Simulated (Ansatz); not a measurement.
Gas-phase electronic energies from Ansatz, PBE0-D4/def2-TZVP geometries. CBS: MP2 limit from def2 TZ/QZ plus the TZ coupled-cluster correction, frozen cores. This one scheme is used for every species, atoms too. Functionals use def2-TZVPP. B3LYP here is the variant with VWN-RPA as its local correlation; programs differ in this. HSE06 is defined as in plane-wave codes. No spin–orbit coupling; open shells (•) take unrestricted orbitals. Spin–orbit coupling would lower the free atoms: a little for B, C, F. One conformer a species, not always the lowest.

Reaction (atomization): `NBC(F)F` → B• + C• + 2 F• + 4 H• + N•

`NBC(F)F`:

```xyz
9

N     0.733   -0.797   -0.934
B     0.653    0.117    0.093
C    -0.792    0.578    0.590
F    -1.794   -0.100   -0.061
F    -0.940    0.315    1.926
H     1.599   -1.144   -1.306
H    -0.092   -1.190   -1.359
H     1.633    0.574    0.601
H    -1.000    1.647    0.450
```

```csv
level,ΔE (eV),difference from CCSD(T)/CBS
LDA (SPW92),41.90,6.23
PBE-D4,36.97,1.30
revPBE-D4,35.81,0.14
BLYP-D4,36.12,0.45
r2SCAN-D4,35.91,0.24
B97M-V,35.78,0.11
PBE0-D4,35.95,0.28
B3LYP-D4,35.92,0.25
r2SCANh-D4,35.58,-0.09
r2SCAN0-D4,35.11,-0.56
HSE06-D4,35.99,0.32
BHLYP-D4,34.51,-1.16
CAM-B3LYP-D4,36.22,0.55
ωB97X-V,35.93,0.26
ωB97M-V,36.01,0.34
B2PLYP,35.54,-0.13
PBE-QIDH,35.49,-0.18
PBE,36.84,1.17
revPBE,35.35,-0.32
r2SCAN,35.88,0.21
PBE0,35.84,0.17
B3LYP,35.71,0.04
r2SCANh,35.55,-0.12
r2SCAN0,35.07,-0.60
HSE06,35.89,0.22
BHLYP,34.37,-1.30
CAM-B3LYP,36.12,0.45
LC-ωPBE,35.97,0.30
HF/def2-SVP,25.90,-9.77
MP2/def2-SVP,34.63,-1.04
CCSD/def2-SVP,33.49,-2.18
CCSD(T)/def2-SVP,33.85,-1.82
MP2/def2-TZVPP,35.64,-0.03
SCS-MP2/def2-TZVPP,35.29,-0.38
CCSD/def2-TZVPP,34.12,-1.55
CCSD(T)/def2-TZVPP,34.70,-0.97
HF/def2-QZVPP,25.53,-10.14
SCS-MP2/def2-QZVPP,35.93,0.26
HF/CBS(def2),25.54,-10.13
MP2/CBS(def2),36.61,0.94
CCSD(T)/CBS,35.67,0
```

(1) What do rigid-rotor, harmonic-oscillator terms from PBE0-D4/def2-TZVP frequencies (298.15 K, 1 bar) make of the CCSD(T)/CBS value? (Estimate.)

Largest T1 diagnostic among the species: 0.014.

Results:

(1) Ansatz gave: ΔZPE = -1.72 eV, ΔH = +34.35 eV, ΔS = 934 J/(mol·K), ΔG = +31.47 eV. Open shells count their whole term as degenerate.

At CCSD(T), def2-SVP lies −1.82 eV from the extrapolated value and def2-TZVPP −0.98 eV: correlation converges slowly with the basis, and small sets miss more of it in the bonded molecule than in its fragments. In def2-TZVPP, CCSD(T) changes the Hartree–Fock value by +9.22 eV (the triples alone add +0.58 eV) and MP2 by +10.15 eV; breaking electron pairs costs correlation energy, which Hartree–Fock lacks.

For atomizations the MP2-based limit and the directly extrapolated one differ by several kJ/mol either way, and by 10 to 25 for some Ge, Se and Sn compounds, so smaller differences from it don't rank the levels.
